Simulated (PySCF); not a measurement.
Computed shifts of a molecule C₃H₆N₂Si, PySCF with PBE/pcSseg-1, GIAO, gas phase, atoms alike by connectivity averaged where their shifts nearly agree, in ppm (number of nuclei): ¹⁵N: 394.2 (1), 315.1 (1). ¹³C: 176.9 (1), 118.0 (1), 36.8 (1). ²⁹Si: -45.6 (1). ¹H: 8.83 (1), 5.20 (3), 3.50 (1), 3.33 (1). References: ¹⁵N against NH3 (σ = 267.0 ppm); ¹³C against TMS (σ = 182.0 ppm); ²⁹Si against TMS (σ = 335.4 ppm); ¹H against TMS (σ = 31.49 ppm), references at their B3LYP-D3(BJ)/def2-TZVP geometries, non-relativistic. Coordinates come from a TPSSh-D3(BJ)/def2-SVP optimisation. Other conformers were not sampled.

Which molecule gave these data?
A) C[SiH]1N=CC=N1
B) C1=NCN=C[SiH2]1
C) N[Si@H]1C=CN=C1
D) N#CC/C=N/[SiH3]

D, N#CC/C=N/[SiH3]
